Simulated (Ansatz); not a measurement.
Job for Ansatz (a quantum-chemistry and plane-wave program): U-MP2/cc-pVTZ on BH2O2 (SMILES O[B]O), 2S+1 = 2, atoms moved off the minimum.

Ansatz 0.2 input:
```yaml
crystal:
  periodic: [false, false, false]
  atoms:
    - {symbol: O, position_ang: [1.20571554, 0.06753780, -0.42376331]}
    - {symbol: B, position_ang: [-0.06487987, -0.57451930, -0.16052229]}
    - {symbol: O, position_ang: [-1.18450577, 0.03499354, 0.43386458]}
    - {symbol: H, position_ang: [1.46097671, 0.81500052, -0.10261250]}
    - {symbol: H, position_ang: [-1.15837222, 0.80339533, 0.74057467]}
basis:
  gaussian:
    orbitals: cc-pVTZ
magnetization: {spin_polarized: true, initial_magnetization: 1}
correlation: {method: mp2, electrons: outside_noble_gas}
scf: {omitted_lower_state_checks: [cluster_reference]}
output: {forces: true}
```

The head of its log:

```
WARN ansatz: RAYON_NUM_THREADS=1 ignored (pool sized by the plan → 1); use --threads N
Functional definition: HF
these checks for a lower state are left out or cut short: cluster_reference
integrals: 0.08 GiB planned
709 factors; integrals over basis functions are off by at most 1.3e-3 eV
mean field: 0.26 GiB planned
mean field evaluation 1: about -4775.2501 eV, gradient 3.3e1 eV
mean field evaluation 2: about -4775.2526 eV, gradient 3.3e1 eV
mean field evaluation 4: about -4779.3822 eV, gradient 2.8e0 eV
mean field evaluation 8: about -4779.5095 eV, gradient 2.3e-1 eV
mean field -4779.51017232 eV, -175.6437591643 hartree, gradient 2.4e-6 eV, S^2 0.752416; 0 other end points of the search recorded, 0 dependent functions left out
3 core orbitals not correlated
reference -4779.51017232 eV, -175.6437591643 hartree; 9, 8 occupied and 106, 107 virtual orbitals, 709 factors
densities: 0.31 GiB planned
```

Task: Predict the final total energy.

Result: -176.1916 hartree.
